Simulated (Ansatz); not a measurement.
Consider the substitution at a C–C bond: `C=CC(C)=S` + `[OH][GeH3]` → `CC(=S)[O][GeH3]` + ethylene.

Calculated with Ansatz (gas phase, PBE0-D4/def2-TZVP geometries, no zero-point term in ΔE). CBS: MP2 limit from def2 TZ/QZ plus the TZ coupled-cluster correction, frozen cores. This one scheme is used for every species. DFT in def2-TZVPP. For Ge outer-core shells are correlated without core-valence functions, which leaves a few kJ/mol of doubt a bond. Scalar relativity is left out up to krypton. One conformer a species, not always the lowest.

| level | ΔE (kJ/mol) |
| --- | --- |
| ωB97X-V | 8.7 |
| SCS-MP2/def2-QZVPP | 19.8 |

(1) What does CCSD(T)/CBS give? (Best estimate.)

Largest T1 diagnostic among the species: 0.017.

Results:

(1) The calculation gave: +18.0 kJ/mol. The listed levels differ from it by -9.3, 1.8 kJ/mol.

In def2-TZVPP, CCSD(T) changes the Hartree–Fock value by +7.7 kJ/mol (the triples alone add +0.7 kJ/mol) and MP2 by +12.8 kJ/mol.
